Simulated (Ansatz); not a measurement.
# What each rung costs, and what it gives

Saddle point of Si2H8SO, closed shell (Si₂H₆SO ([SiH3][O][SiH2][SH]) + H₂ → Si₂H₆O ([SiH3][O][SiH3]) + H₂S; bonds formed: Si1–H8, S2–H7; bonds broken: Si1–S2, H7–H8), PBE0-D4/def2-TZVP structure:

```json
{"atom": "Si1", "x (Å)": "0.2741", "y (Å)": "0.8613", "z (Å)": "0.9179"}
{"atom": "S2", "x (Å)": "0.5586", "y (Å)": "-1.6878", "z (Å)": "0.8134"}
{"atom": "O3", "x (Å)": "-0.2479", "y (Å)": "0.8786", "z (Å)": "-0.6322"}
{"atom": "Si4", "x (Å)": "-1.0920", "y (Å)": "-0.1056", "z (Å)": "-1.6527"}
{"atom": "H5", "x (Å)": "0.9458", "y (Å)": "2.1869", "z (Å)": "0.9198"}
{"atom": "H6", "x (Å)": "-0.7883", "y (Å)": "0.7077", "z (Å)": "1.9315"}
{"atom": "H7", "x (Å)": "1.2901", "y (Å)": "-0.4940", "z (Å)": "1.6936"}
{"atom": "H8", "x (Å)": "1.5097", "y (Å)": "0.4391", "z (Å)": "1.9903"}
{"atom": "H9", "x (Å)": "1.5820", "y (Å)": "-1.6601", "z (Å)": "-0.0577"}
{"atom": "H10", "x (Å)": "-0.1912", "y (Å)": "-1.1227", "z (Å)": "-2.2496"}
{"atom": "H11", "x (Å)": "-2.2159", "y (Å)": "-0.7727", "z (Å)": "-0.9499"}
{"atom": "H12", "x (Å)": "-1.6252", "y (Å)": "0.7692", "z (Å)": "-2.7245"}
```

Barriers are electronic and count from the start structure reached by relaxing down the imaginary mode.

Ansatz 0.2.0; basis: as named in each row; cores frozen in the correlated methods. B3LYP uses VWN-RPA correlation. Extrapolation: Hartree–Fock as exp(−7.88 √X), correlation as X^−2.97.

Times are rough, for one single point on 4 threads of a shared host (Intel Xeon).

The estimate by CCSD(T) at an estimated basis limit (MP2 extrapolated from triple and quadruple zeta, plus CCSD(T) − MP2 in triple zeta) is 2.482 eV.

```
      method       basis  time (s)  barrier (eV)  method less estimate
          HF      STO-3G   under 1         5.023                 2.542
      PBE-D4      STO-3G         1         2.940                 0.459
       SPW92    def2-SVP         1         1.592                -0.890
    B3LYP-D4       6-31G         2         2.655                 0.173
      PBE-D4    def2-SVP         2         1.937                -0.544
     PBE0-D4    def2-SVP         3         2.156                -0.326
       SPW92  def2-TZVPP         4         1.637                -0.844
      PBE-D4  def2-TZVPP         6         2.003                -0.479
     BLYP-D4  def2-TZVPP         6         2.224                -0.258
    B3LYP-D4  def2-TZVPP         8         2.370                -0.111
    BHLYP-D4  def2-TZVPP         8         2.610                 0.129
   r2SCAN-D4  def2-TZVPP         9         2.185                -0.297
     PBE0-D4  def2-TZVPP         9         2.208                -0.274
     CCSD(T)    def2-SVP        10         2.580                 0.098
     wB97M-V    def2-SVP        10         2.321                -0.160
CAM-B3LYP-D4  def2-TZVPP        10         2.469                -0.013
  r2SCAN0-D4  def2-TZVPP        11         2.320                -0.162
  RPA on PBE  def2-TZVPP        12         2.497                 0.015
      B2PLYP  def2-TZVPP        15         2.484                 0.003
    PBE-QIDH  def2-TZVPP        15         2.410                -0.071
      B97M-V  def2-TZVPP        17         2.284                -0.197
     wB97X-V  def2-TZVPP        17         2.494                 0.012
     wB97M-V  def2-TZVPP        19         2.424                -0.058
         MP2  def2-QZVPP        66         2.486                 0.004
     CCSD(T)  def2-TZVPP       210         2.509                 0.027
```

All methods are single points on the PBE0-D4 structures.

No T1 diagnostic of these runs exceeds 0.014.

Labels in which every atom is bracketed show which atoms are joined, not bond orders.
